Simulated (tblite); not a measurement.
Species: C₂H₉N₂PSi.
Z-matrix (Å and degrees, GFN2-xTB geometry), rows numbered from 1:
```
C 
N   1  1.2475
Si  2  1.7502  1  127.12
C   3  1.9002  2  105.77  1  -125.85
N   3  1.7282  2  111.70  1   117.01
P   3  2.2645  2  109.23  1     1.41
H   1  1.0987  2  123.97  3     1.69
H   1  1.0863  2  119.67  3  -178.39
H   4  1.0844  3  110.44  2  -170.29
H   4  1.0851  3  111.63  2    69.30
H   4  1.0841  3  110.40  2   -50.66
H   5  1.0078  3  118.16  2   -71.71
H   5  1.0070  3  117.62  2    63.66
H   6  1.3791  3   95.14  2  -167.95
H   6  1.3835  3   94.27  2   -75.28
```

Calculated harmonic vibrations of the isolated species, GFN2-xTB (tblite), most abundant isotopes, no scaling. This tight-binding method is rough: wavenumbers can miss measured ones by several per cent, in bad cases by 10 to 20. Modes of hydrogen on phosphorus can be 10 to 20 % off. One conformer, not necessarily the lowest.

Harmonic wavenumbers (cm⁻¹): 74.1, 80.7, 86.7, 109.7, 128.6, 177.5, 184.8, 195.5, 213.1, 337.0, 436.1, 500.4, 550.6, 667.8, 679.7, 692.3, 752.9, 795.8, 830.5, 845.0, 908.4, 1004.1, 1141.9, 1148.4, 1361.1, 1437.4, 1478.6, 1481.4, 1510.4, 1748.9, 2307.8, 2403.9, 2819.4, 2984.0, 3049.7, 3056.5, 3060.0, 3466.6, 3503.4.

A = 2153, B = 2001, C = 1492 MHz; mass 120.027 u (most abundant isotopes); point group C1, symmetry number 1.

Question: What is the zero-point energy?

Answer: Half the sum of the wavenumbers: 24105 cm⁻¹ = 288.37 kJ/mol.

Question: Give the ideal-gas entropy at 200 K and 1 bar in the rigid-rotor, harmonic-oscillator model (classical rotation).

Answer: Translation 160.27, rotation 113.45, vibration 91.90: S = 365.6 J/(mol K).

Question: And Cp and H(200 K) − H(0)?

Answer: Cp = 125.61 J/(mol K), of which vibrations give 92.36 (their classical limit is 39 R = 324.3); H(200 K) − H(0) = 16.78 kJ/mol without the zero-point energy, 10.13 from vibrations.

Question: Blend soft modes into free rotors: weight 1/[1 + (100 cm⁻¹/ν̃)⁴] for the oscillator and the rest for a rotor with moment μB/(μ + B), μ = h/(8π²ν), B = 10⁻⁴⁴ kg m². What vibrational entropy results?

Answer: 88.22 J/(mol K) in place of 91.90, which changes −T·S at 200 K by +0.74 kJ/mol.

Question: How do the functions run with temperature in this model?

Answer: 
| T (K) | S (J/(mol K)) | Cp (J/(mol K)) | H − H(0) (kJ/mol) | G − H(0) (kJ/mol) | ln q(vib) |
| --- | --- | --- | --- | --- | --- |
| 100 | 292.0 | 89.7 | 5.95 | -23.25 | 1.81 |
| 300 | 422.7 | 157.4 | 30.96 | -95.84 | 7.88 |
| 500 | 515.4 | 206.5 | 67.67 | -190.02 | 13.12 |
| 800 | 623.5 | 253.4 | 137.21 | -361.57 | 19.89 |
| 1000 | 682.4 | 274.9 | 190.14 | -492.30 | 23.85 |

q(vib) and H(0) count from the zero-point level.

Question: What must be added to the electronic energy to get the Gibbs energy at 200 K and 1 bar?

Answer: ZPE + [H(200 K) − H(0)] − T·S = 288.37 + 16.78 − 73.12 = 232.03 kJ/mol.

Hindered rotation and anharmonicity are outside this model. Other conformers, if any are populated, would add a mixing term that is left out. The structure is chiral; the term R ln 2 for an equal mix with its mirror image is left out.

Hardware: one thread, Arm Neoverse N1 (aarch64), no GPU, shared host with 64 logical CPUs at a one-minute load of 61. Cost: 0.83 s wall. The figure is for the frequency step alone.
